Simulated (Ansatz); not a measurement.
One change: `C[O][Ge][Cl]` becomes `C[CH2][Ge][O]C`.

Ansatz, PBE0-D4/def2-TZVP geometries, multiplicity 1. Each molecule was computed in one conformer, which needn't be the lowest.

Scalar relativity is left out up to krypton.

```csv
property,`C[O][Ge][Cl]`
size of the dipole moment (PBE/def2-TZVPP) / D,1.25
LUMO energy (B3LYP/def2-TZVPP) / eV,-2.43
HOMO–LUMO gap (B3LYP/def2-TZVPP) / eV,5.34
size of the dipole moment (B3LYP/def2-TZVPP) / D,1.24
HOMO–LUMO gap (ωB97M-V/def2-TZVPP) / eV,9.83
HOMO energy (B3LYP/def2-TZVPP) / eV,-7.76
```

(1) Give the same properties after the change, and the shifts. (Best estimate.)

Answers

(1) The calculation gave: 
```csv
property,`C[CH2][Ge][O]C`,shift
size of the dipole moment (PBE/def2-TZVPP) / D,0.28,-0.97
LUMO energy (B3LYP/def2-TZVPP) / eV,-1.97,0.46
HOMO–LUMO gap (B3LYP/def2-TZVPP) / eV,4.07,-1.27
size of the dipole moment (B3LYP/def2-TZVPP) / D,0.44,-0.80
HOMO–LUMO gap (ωB97M-V/def2-TZVPP) / eV,8.55,-1.28
HOMO energy (B3LYP/def2-TZVPP) / eV,-6.03,1.73
```

With PBE0 the HOMO rises by 1.74 eV and the LUMO rises by 0.49 eV, so the gap narrows by about 1.25 eV. PBE moves the HOMO by 1.69 eV and ωB97M-V by 1.75 eV. The zero-point energy changes by 165.9 kJ/mol with +18 modes. Dipoles are sizes alone; their direction can turn.

B3LYP here is the variant with VWN-RPA as its local correlation; programs differ in this.
